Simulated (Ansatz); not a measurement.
Reaction (β-hydride elimination): `CCBBO` → `BBO` + `C=C`

Calculated with Ansatz (gas phase, PBE0-D4/def2-TZVP geometries, no zero-point term in ΔE). CCSD(T)/CBS adds triple-zeta CCSD(T) − MP2 to the extrapolated MP2 energy (def2 sets, frozen cores). This one scheme is used for every species. Functionals use def2-TZVPP. Each species was taken in one conformer, which may not be the lowest.

```csv
level,ΔE (eV)
PBE-D4,1.62
PBE0-D4,1.70
ωB97X-V,1.59
PBE0,1.62
SCS-MP2/def2-TZVPP,1.42
CCSD(T)/def2-TZVPP,1.45
MP2/def2-QZVPP,1.57
CCSD/CBS(def2),1.45
```

Question: What does CCSD(T)/CBS give? (An estimate is asked.)

Answer: Computed: +1.47 eV. The listed levels differ from it by 0.15, 0.23, 0.12, 0.15, -0.05, -0.02, 0.10, -0.02 eV.

Largest T1 diagnostic among the species: 0.013.

The D4 term adds +0.13 eV with B3LYP and +0.07 eV with PBE0; it sums over pairs of atoms, weighted by their polarisabilities, and B3LYP, whose exchange is more repulsive, gets the larger term. From PBE to PBE0 (25 % exact exchange), in def2-TZVPP and without D4, ΔE moves by +0.08 eV.

B3LYP here is the variant with VWN-RPA as its local correlation; programs differ in this.
